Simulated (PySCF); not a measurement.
# Ionisation energy along the 12-electron series

Calculated with PySCF 2.14 and a two-component X2C-1e Hamiltonian (Gaussian nucleus, no Breit or QED terms), each ion in its own even-tempered basis scaled to its charge; GMP2 freezes 1s2 and drops the highest virtual spinors. Values in eV. NIST values: (m) measured, (s) semi-empirical, (t) theoretical.

```
  ion  configuration  GHF (screened spin-orbit)  GMP2 (screened spin-orbit)              NIST
As²¹⁺       [Ne] 3s2                     907.25                      909.97   911.7 ± 1.1 (s)
Br²³⁺       [Ne] 3s2                     1065.9                      1068.7  1070.6 ± 1.4 (s)
```

**Question.** Fill in the row of Se²²⁺.

**Answer.** configuration: [Ne] 3s2; GHF (screened spin-orbit): 984.94; GMP2 (screened spin-orbit): 987.71; NIST: 989.6 ± 1.3 (s).
